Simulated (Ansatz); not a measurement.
Born–Oppenheimer molecular dynamics of BF$_{2}$H$_{3}$O (7 atoms, charge 0, multiplicity 1). It starts at the highest image of a converged band. Of that band: Neighbouring images differ by up to 1.3 eV, so the band resolves the path poorly. A vibrational analysis at the climbing image gives one clearly imaginary mode, 1312i cm⁻¹: a first-order saddle point.

These are results of UKS PBE-D4/6-31G (Ansatz), not measurements.

| Item | Value |
| --- | --- |
| ensemble | NVE (velocity Verlet) |
| time step | 0.5 fs |
| steps asked | 200 |
| starting velocities drawn for | 300 K |
| seed | 7426 |

Frames 5 fs apart, positions in Å, forces in eV/Å.

Velocities at 20.0 fs (Å/ps):

```
B 4.50 3.51 24.82
H 1.27 9.46 -59.75
F 1.45 0.76 -3.35
F 1.35 -0.83 -3.87
H -26.92 -10.95 -84.89
O -5.53 -1.42 0.38
H 12.24 -12.46 8.52
```

```xyz
7
Properties=species:S:1:pos:R:3:forces:R:3 time_fs=20.0 energy_less_start_eV=-0.860 T=1629
B -0.407 -0.231 -0.037 -0.35 0.56 2.83
H 0.190 0.177 -1.697 -0.30 -0.08 -0.70
F -0.736 -1.553 -0.060 -0.38 -0.62 -1.18
F -1.489 0.682 -0.014 0.88 -0.46 -0.51
H 0.757 0.245 -1.208 0.35 0.09 -0.26
O 0.773 0.005 0.712 -0.26 0.35 -0.02
H 0.720 0.624 1.472 0.06 0.17 -0.15
7
Properties=species:S:1:pos:R:3:forces:R:3 time_fs=25.0 energy_less_start_eV=-1.287 T=2291
B -0.399 -0.214 0.109 -3.31 -1.43 -0.26
H 0.107 0.215 -2.111 1.06 0.00 0.74
F -0.731 -1.551 -0.084 -0.05 0.38 -0.63
F -1.477 0.675 -0.036 0.89 -0.24 0.01
H 0.724 0.204 -1.605 -0.91 0.06 -1.08
O 0.748 0.002 0.717 2.00 0.91 1.44
H 0.799 0.592 1.495 0.32 0.31 -0.23
7
Properties=species:S:1:pos:R:3:forces:R:3 time_fs=30.0 energy_less_start_eV=-1.524 T=2658
B -0.455 -0.226 0.254 -1.82 -1.77 -1.57
H 0.084 0.252 -2.514 -1.15 0.16 -0.81
F -0.726 -1.545 -0.115 -0.02 0.63 0.13
F -1.454 0.666 -0.058 0.09 0.28 0.39
H 0.664 0.176 -2.103 1.20 -0.15 0.75
O 0.749 0.011 0.740 1.54 0.55 1.38
H 0.944 0.633 1.466 0.16 0.29 -0.27
7
Properties=species:S:1:pos:R:3:forces:R:3 time_fs=35.0 energy_less_start_eV=-1.403 T=2469
B -0.546 -0.272 0.367 2.78 0.18 -1.29
H 0.016 0.295 -2.954 0.27 -0.06 0.18
F -0.722 -1.532 -0.145 -0.25 -0.19 0.59
F -1.429 0.660 -0.075 -0.72 0.59 0.60
H 0.663 0.147 -2.582 -0.27 0.06 -0.15
O 0.770 0.027 0.784 -1.29 -0.60 0.42
H 1.115 0.736 1.370 -0.52 0.02 -0.34
7
Properties=species:S:1:pos:R:3:forces:R:3 time_fs=40.0 energy_less_start_eV=-1.023 T=1884
B -0.582 -0.315 0.449 3.63 2.03 -2.15
H -0.041 0.342 -3.375 1.07 -0.35 0.48
F -0.721 -1.522 -0.168 -0.29 -0.73 0.92
F -1.413 0.660 -0.084 -0.43 0.03 1.12
H 0.653 0.113 -3.075 -1.08 0.35 -0.45
O 0.775 0.035 0.834 -2.13 -1.34 0.18
H 1.173 0.853 1.201 -0.77 0.01 -0.10
7
Properties=species:S:1:pos:R:3:forces:R:3 time_fs=45.0 energy_less_start_eV=-1.146 T=2074
B -0.543 -0.318 0.481 1.42 1.35 -3.44
H -0.043 0.368 -3.774 -1.48 0.63 -0.43
F -0.724 -1.520 -0.179 -0.10 -0.30 1.36
F -1.402 0.661 -0.079 0.15 -0.33 1.45
H 0.587 0.100 -3.586 1.48 -0.63 0.45
O 0.750 0.025 0.888 -0.97 -0.33 0.57
H 1.054 0.960 1.003 -0.50 -0.39 0.05
7
Properties=species:S:1:pos:R:3:forces:R:3 time_fs=50.0 energy_less_start_eV=-1.311 T=2327
B -0.476 -0.294 0.440 -2.17 -1.14 -3.65
H -0.101 0.416 -4.189 0.62 -0.32 0.11
F -0.727 -1.521 -0.173 0.17 0.13 1.24
F -1.389 0.659 -0.056 0.45 -0.03 1.05
H 0.577 0.064 -4.076 -0.62 0.32 -0.10
O 0.712 0.010 0.951 1.03 1.21 0.74
H 0.833 0.990 0.827 0.53 -0.17 0.60
7
Properties=species:S:1:pos:R:3:forces:R:3 time_fs=55.0 energy_less_start_eV=-1.418 T=2493
B -0.446 -0.290 0.323 -0.79 -1.09 -0.51
H -0.128 0.454 -4.588 0.84 -0.53 0.02
F -0.729 -1.522 -0.152 0.09 -0.80 0.14
F -1.372 0.657 -0.020 -0.21 0.74 -0.02
H 0.534 0.038 -4.579 -0.84 0.53 -0.01
O 0.685 0.012 1.023 -0.01 0.96 -0.60
H 0.724 0.983 0.791 0.92 0.19 0.99
7
Properties=species:S:1:pos:R:3:forces:R:3 time_fs=60.0 energy_less_start_eV=-1.344 T=2381
B -0.432 -0.305 0.196 1.69 1.70 3.20
H -0.114 0.461 -4.994 -1.40 1.03 0.20
F -0.730 -1.535 -0.130 -0.15 -2.26 -0.83
F -1.357 0.663 0.015 -0.75 0.95 -0.86
H 0.452 0.043 -5.075 1.40 -1.03 -0.20
O 0.658 0.027 1.085 -0.93 -0.13 -2.09
H 0.810 1.005 0.975 0.14 -0.26 0.57
7
Properties=species:S:1:pos:R:3:forces:R:3 time_fs=65.0 energy_less_start_eV=-1.214 T=2179
B -0.388 -0.289 0.134 0.65 1.31 4.06
H -0.153 0.506 -5.392 0.74 -0.64 -0.24
F -0.732 -1.571 -0.117 0.49 -0.28 -0.63
F -1.351 0.681 0.040 -0.43 0.36 -1.25
H 0.422 0.010 -5.578 -0.74 0.64 0.24
O 0.619 0.040 1.119 -0.13 -0.91 -1.88
H 0.930 0.968 1.285 -0.57 -0.48 -0.30
7
Properties=species:S:1:pos:R:3:forces:R:3 time_fs=70.0 energy_less_start_eV=-1.087 T=1982
B -0.333 -0.248 0.159 -2.35 -1.06 2.43
H -0.150 0.522 -5.795 0.45 -0.46 -0.25
F -0.727 -1.612 -0.112 1.26 2.28 -0.20
F -1.350 0.704 0.050 0.20 -0.19 -1.26
H 0.350 0.006 -6.076 -0.45 0.46 0.25
O 0.579 0.040 1.125 1.29 -1.19 -0.58
H 0.937 0.840 1.544 -0.40 0.16 -0.40
7
Properties=species:S:1:pos:R:3:forces:R:3 time_fs=75.0 energy_less_start_eV=-1.001 T=1851
B -0.330 -0.228 0.234 -4.76 -2.43 -0.72
H -0.131 0.513 -6.218 -0.92 1.14 0.79
F -0.707 -1.625 -0.109 1.24 2.98 0.14
F -1.346 0.724 0.043 0.45 -0.46 -0.90
H 0.262 0.027 -6.553 0.92 -1.14 -0.79
O 0.560 0.024 1.124 3.24 -0.42 1.68
H 0.846 0.735 1.707 -0.17 0.33 -0.20
```

Of the whole run (100 fs, mean temperature of the second half 2244 K): The conserved energy stayed within 0.22 meV per atom of its start (net change -0.12 meV per atom), so the integration is sound. The system heated up, since it started high on the potential surface and ran downhill. A run of 0.1 ps of so small a system gives no equilibrium averages. The orbitals stay closed-shell, which can raise the energy where a bond breaks towards radicals; this wasn't checked here. Limits of this set-up: no polarisation functions.

Run time: 11 min on 1 thread of Intel(R) Xeon(R) Processor @ 2.50GHz (Skylake/Cascade Lake) (shared host), peak memory 0.11 GiB.
